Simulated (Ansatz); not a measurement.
Cartesian coordinates in Å:
```
C -1.1692 -1.0093 -0.3287
B -0.0350 0.0223 -0.0206
C -0.2921 1.3466 0.7704
C 1.4168 -0.2559 -0.5813
Cl 2.0165 -1.1578 0.8652
H -1.6499 -0.6779 -1.2617
H -1.9570 -1.0444 0.4265
H -0.8038 -2.0216 -0.5161
H -0.6003 2.1003 0.0299
H 0.6004 1.7460 1.2579
H -1.1024 1.2817 1.4993
H 2.0741 0.6026 -0.7105
H 1.5017 -0.9325 -1.4303
```

The species carries charge 0 and has multiplicity 1.

(1) List the r2SCAN/def2-TZVPP orbital energies in eV (the Gaussian-basis code of Ansatz). (Best estimate.)

Answers

(1) The calculation gave: Occupied: -2753.39, -274.00, -272.28, -272.28, -254.73, -193.35, -193.11, -193.09, -180.28, -22.24, -18.61, -17.67, -17.03, -11.97, -11.52, -10.84, -10.58, -10.10, -9.72, -9.54, -8.51, -7.83, -7.41, -7.03. Lowest empty: -1.35, 0.29, 1.21, 2.14, 2.24, 2.80, 2.85, 3.00.
